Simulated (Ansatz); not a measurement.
GeF3I, SMILES [F][Ge]([I])([F])[F].

Coordinates come from a B3LYP-D3(BJ)/def2-SVP optimisation. The def2 effective core potentials stand for the cores of I; spin–orbit coupling is left out.

Two levels are set side by side: PBE/def2-SVPD (Ansatz, a quantum-chemistry and plane-wave program) and PBE0/def2-SVPD (Ansatz). Energy differences of separate SCF runs at the same geometry; the states with an electron removed or added have multiplicity 2 and 2. Differences are taken from unrounded values.

```
quantity                            PBE0
---------------------------------  -----
vertical ionisation energy (eV)    11.35
vertical electron affinity (eV)     0.96
vertical singlet–triplet gap (eV)   4.48
```

Question: What does PBE give, and how far is it from PBE0? (Estimate from the structure and the level; the computed values follow.)

Answer: 
```tsv
quantity	PBE	PBE minus PBE0
vertical ionisation energy (eV)	11.16	-0.19
vertical electron affinity (eV)	1.05	0.09
vertical singlet–triplet gap (eV)	4.35	-0.13
```
